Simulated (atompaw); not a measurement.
## S PAW (atompaw): all-electron and pseudo phase curves

```json
{
 "Element": "sulfur",
 "Generator": "atompaw 4.2.0.5",
 "Type": "PAW",
 "Functional": "LDA (PW92)",
 "Relativity": "scalar-relativistic",
 "Frozen core": "[Ne]",
 "Valence charge": "6",
 "Reference configuration": "3s2 3p1 (charge +3)",
 "Partial waves": "3s (bound); 3s channel at -1.4 Ry; 3p (bound); 3p channel at 0.25 Ry",
 "Local potential": "ultrasoft scheme with l = 2 at 0.5 Ry, radius 1.35 bohr",
 "Core correction": "smooth core density matched at 1.20 bohr",
 "Augmentation charge": "sinc compensation charge, radius 1.05 bohr; PAW radius 1.40 bohr; waves and projectors: bloechl"
}
```

The phase is arctan(r·u′/u) with u = r·R(r), unwrapped; energies in Ry, scanned from -6 to 5 Ry. A pole is an energy at which the radial function vanishes at the test radius. The pseudo phase is shifted by a multiple of π to meet the all-electron one at the reference energy, and phase errors are pseudo minus all-electron; the curves can meet again beyond the range given. Levels narrower than the energy grid can be missing from the lists of poles.

A narrow feature of the pseudo curve, probably an extra level, lies near -2.16 Ry in the p channel; the grid steps over it, so the window and error are not given (n/a).

Question: For each channel, where are the poles, and over which energies does the pseudopotential scatter like the atom?

Answer:

| channel | radius (bohr) | reference energy (Ry) | poles, all-electron | poles, pseudo | unbroken range about the reference energy with phases within 0.05 rad | phase error 1 Ry above the reference energy (rad) |
| --- | --- | --- | --- | --- | --- | --- |
| s | 1.40 | -3.84 | 3.21 | -5.60, 3.31 | above -5.5 | +0.000 |
| p | 1.40 | -2.97 | 4.06 | 4.20 | n/a | n/a |

Note: ghost states, extra bound levels that the all-electron valence spectrum of the same l lacks: s at -76.7 eV, p at -28.8 eV. A true bound ghost makes a file unfit for plane-wave use.

Phases in the s channel:

| E (Ry) | all-electron | pseudo |
| --- | --- | --- |
| -6.00 | 0.853 | 3.971 |
| -5.76 | 0.795 | 3.878 |
| -5.52 | 0.725 | 0.780 |
| -5.28 | 0.643 | 0.657 |
| -5.04 | 0.545 | 0.552 |
| -4.80 | 0.429 | 0.432 |
| -4.56 | 0.294 | 0.295 |
| -4.32 | 0.139 | 0.140 |
| -4.08 | -0.030 | -0.030 |
| -3.84 | -0.207 | -0.207 |
| -3.60 | -0.379 | -0.379 |
| -3.36 | -0.539 | -0.539 |
| -3.12 | -0.680 | -0.680 |
| -2.88 | -0.801 | -0.801 |
| -2.64 | -0.904 | -0.904 |
| -2.40 | -0.991 | -0.991 |
| -2.16 | -1.064 | -1.064 |
| -1.92 | -1.126 | -1.126 |
| -1.68 | -1.178 | -1.178 |
| -1.44 | -1.224 | -1.224 |
| -1.20 | -1.263 | -1.263 |
| -0.96 | -1.297 | -1.297 |
| -0.72 | -1.327 | -1.327 |
| -0.48 | -1.354 | -1.354 |
| -0.24 | -1.378 | -1.378 |
| 0.00 | -1.400 | -1.399 |
| 0.24 | -1.419 | -1.419 |
| 0.48 | -1.437 | -1.437 |
| 0.72 | -1.453 | -1.453 |
| 0.96 | -1.468 | -1.468 |
| 1.20 | -1.482 | -1.481 |
| 1.44 | -1.495 | -1.494 |
| 1.68 | -1.508 | -1.506 |
| 1.92 | -1.519 | -1.517 |
| 2.16 | -1.530 | -1.528 |
| 2.40 | -1.540 | -1.538 |
| 2.64 | -1.549 | -1.547 |
| 2.88 | -1.559 | -1.556 |
| 3.12 | -1.567 | -1.564 |
| 3.36 | -1.576 | -1.572 |
| 3.60 | -1.584 | -1.580 |
| 3.84 | -1.592 | -1.588 |
| 4.08 | -1.600 | -1.595 |
| 4.32 | -1.607 | -1.602 |
| 4.56 | -1.615 | -1.609 |
| 4.80 | -1.622 | -1.615 |
